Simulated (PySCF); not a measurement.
nitrogen atom (N), quartet; CASSCF(5,6)/def2-SVP run with PySCF.

PySCF was given this input:
```python
from pyscf import gto, scf, mcscf
import numpy

mol = gto.Mole()
mol.atom = '''
    N     0.000000    0.000000    0.000000
'''
mol.basis = 'def2-svp'
mol.charge = 0
mol.spin = 3
mol.verbose = 4
mol.build()

mf = scf.ROHF(mol)
mf.kernel()
mc = mcscf.CASSCF(mf, 6, 5)
mc.fix_spin_(ss=3.75)
mc.kernel()
occ = numpy.linalg.eigvalsh(mc.fcisolver.make_rdm1(mc.ci, mc.ncas, mc.nelecas))[::-1]
ss = mc.fcisolver.spin_square(mc.ci, mc.ncas, mc.nelecas)[0]
print('natural occupations', occ.round(4), ' <S^2>', round(ss, 4))
```

Problem. Predict the main parts of the log of this PySCF run.

Solution. 
```
PySCF version 2.14.0

[INPUT] verbose = 4
[INPUT] num. atoms = 1
[INPUT] num. electrons = 7
[INPUT] charge = 0
[INPUT] spin (= nelec alpha-beta = 2S) = 3
[INPUT] symmetry False subgroup None
[INPUT] Mole.unit = angstrom
[INPUT] Symbol           X                Y                Z      unit          X                Y                Z       unit  Magmom
[INPUT]  1 N      0.000000000000   0.000000000000   0.000000000000 AA    0.000000000000   0.000000000000   0.000000000000 Bohr   0.0

nuclear repulsion = 0
number of shells = 6
number of NR pGTOs = 24
number of NR cGTOs = 14
basis = def2-svp
ecp = {}

******** <class 'pyscf.scf.rohf.ROHF'> ********
method = ROHF
initial guess = minao
damping factor = 0
level_shift factor = 0
DIIS = <class 'pyscf.scf.diis.CDIIS'>
diis_start_cycle = 1
diis_space = 8
diis_damp = 0
SCF conv_tol = 1e-09
SCF conv_tol_grad = None
SCF max_cycles = 50
direct_scf = True
direct_scf_tol = 1e-13
num. doubly occ = 2  num. singly occ = 3
Set gradient conv threshold to 3.16228e-05
init E= -53.7218194317585
  HOMO = -0.162225468533711  LUMO = 0.763788604377161  gap/eV = 25.19813
cycle= 1 E= -54.2925501990279  delta_E= -0.571  |g|= 0.251  |ddm|= 0.848
  HOMO = -0.279965055307043  LUMO = 0.69316036673446  gap/eV = 26.48009
cycle= 2 E= -54.3302199667349  delta_E= -0.0377  |g|= 0.0885  |ddm|= 0.344
  HOMO = -0.182805350943587  LUMO = 0.743863313818734  gap/eV = 25.21594
cycle= 3 E= -54.3328411352966  delta_E= -0.00262  |g|= 0.0142  |ddm|= 0.0838
  HOMO = -0.178985086340791  LUMO = 0.748978858950962  gap/eV = 25.25119
cycle= 4 E= -54.332924823052  delta_E= -8.37e-05  |g|= 0.000658  |ddm|= 0.0225
  HOMO = -0.17880427163443  LUMO = 0.748803424388111  gap/eV = 25.24149
cycle= 5 E= -54.3329250240539  delta_E= -2.01e-07  |g|= 3.57e-05  |ddm|= 0.000727
  HOMO = -0.178819454544836  LUMO = 0.748812680597718  gap/eV = 25.24216
cycle= 6 E= -54.3329250249614  delta_E= -9.08e-10  |g|= 1.7e-06  |ddm|= 4.78e-05
  HOMO = -0.178818089794129  LUMO = 0.748812685185092  gap/eV = 25.24212
Extra cycle  E= -54.3329250249633  delta_E= -1.89e-12  |g|= 7.05e-07  |ddm|= 2.46e-06
converged SCF energy = -54.3329250249633

******** <class 'pyscf.mcscf.mc1step.CASSCF'> ********
CAS (4e+1e, 6o), ncore = 1, nvir = 7
max_cycle_macro = 50
max_cycle_micro = 4
conv_tol = 1e-07
conv_tol_grad = None
orbital rotation max_stepsize = 0.02
orbital rotation threshold for CI restart = 0.01
augmented hessian ah_max_cycle = 30
augmented hessian ah_conv_tol = 1e-12
augmented hessian ah_linear dependence = 1e-14
augmented hessian ah_level shift = 1e-08
augmented hessian ah_start_tol = 2.5
augmented hessian ah_start_cycle = 3
augmented hessian ah_grad_trust_region = 3
kf_trust_region = 3
kf_interval = 4
ci_response_space = 4
ci_grad_trust_region = 3
with_dep4 0
natorb = False
canonicalization = True
sorting_mo_energy = False
ao2mo_level = 2
internal_rotation = False
******** <class 'pyscf.fci.addons.SpinPenaltyFCISolver'> ********
max. cycles = 50
conv_tol = 1e-08
davidson only = True
linear dependence = 1e-12
level shift = 0.001
max iter space = 12
nroots = 1
pspace_size = 400
spin = None
CASCI E = -54.3479316904147  S^2 = 3.7500000
Set conv_tol_grad to 0.000316228
macro iter   1 (  9 JK    3 micro), CASSCF E = -54.3481991236408  dE = -2.67433226e-04  S^2 = 3.7500000
               |grad[o]|=0.0144  |grad[c]|=0.00196  |ddm|=0.00461  |maxRot[o]|=0.0434
macro iter   2 (  7 JK    2 micro), CASSCF E = -54.3482036892897  dE = -4.56564891e-06  S^2 = 3.7500000
               |grad[o]|=0.000567  |grad[c]|=0.000824  |ddm|=0.000477  |maxRot[o]|= 0.01
macro iter   3 (  3 JK    1 micro), CASSCF E = -54.3482043172194  dE = -6.27929694e-07  S^2 = 3.7500000
               |grad[o]|=0.000148  |grad[c]|=0.000559  |ddm|=0.000103  |maxRot[o]|=0.00278
macro iter   4 (  3 JK    1 micro), CASSCF E = -54.3482046024825  dE = -2.85263148e-07  S^2 = 3.7500000
               |grad[o]|=9.83e-05  |grad[c]|=0.000377  |ddm|=6.91e-05  |maxRot[o]|=0.00188
macro iter   5 (  3 JK    1 micro), CASSCF E = -54.3482047320201  dE = -1.29537632e-07  S^2 = 3.7500000
               |grad[o]|=6.54e-05  |grad[c]|=0.000254  |ddm|=4.14e-05  |maxRot[o]|=0.00127
macro iter   6 (  3 JK    1 micro), CASSCF E = -54.3482047902703  dE = -5.82501372e-08  S^2 = 3.7500000
               |grad[o]|=4.29e-05  |grad[c]|=0.000173  |ddm|=3.16e-05  |maxRot[o]|=0.000844
1-step CASSCF converged in   6 macro ( 28 JK   9 micro) steps
CASSCF canonicalization
Density matrix diagonal elements [1.98943275 0.99961888 0.99810949 0.99985705 0.00945745 0.00352439]
CASSCF energy = -54.3482047902703
CASCI E = -54.3482047902703  E(CI) = -9.63587161643510  S^2 = 3.7500000
natural occupations [1.9896 1.     1.     0.9976 0.0093 0.0035]  <S^2> 3.75
```
